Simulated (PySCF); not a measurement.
Isomers of C2H11O2PSi2, one GFN2-xTB conformer each. Single-point energies are computed at PBE0/pcSseg-1 (PySCF, gas phase, no added dispersion term), electronic only.

Question: Rank them by PBE0/pcSseg-1 energy, lowest first (kJ/mol).
A. `[CH3:1][O:2][Si@H:3]([CH3:4])[O:5][SiH2:6][PH2:7]` with C1–O2–Si3–C4 -60°, O2–Si3–O5–Si6 84°, Si3–O5–Si6–P7 24°, O5–Si6–P7–H -86° and -178°
B. `[CH3:1][CH2:2][O:3][Si@@H:4]([PH2:5])[O:6][SiH3:7]` with C1–C2–O3–Si4 80°, C2–O3–Si4–P5 42°, O3–Si4–P5–H 177° and -90°, O3–Si4–O6–Si7 11°

Answer: A (0.0), B (35.9).

As drawn, the lower has an Si–C bond, which the higher lacks. GFN2-xTB itself gives, in the same order: 39.9, 0.0. GFN2-xTB puts CCO[Si@@H](P)O[SiH3] lowest instead.

Q: Which frontier levels, dipoles and rotational constants go with these structures?

A: 
```
              SMILES  HOMO (eV, PBE0/pcSseg-1)  LUMO (eV)  dipole (D)       A, B, C (MHz)
 CO[Si@H](C)O[SiH2]P                     -7.41       0.36        1.60  2397, 753.7, 683.9
CCO[Si@@H](P)O[SiH3]                     -7.27       0.28        1.36  1786, 898.7, 655.5
```
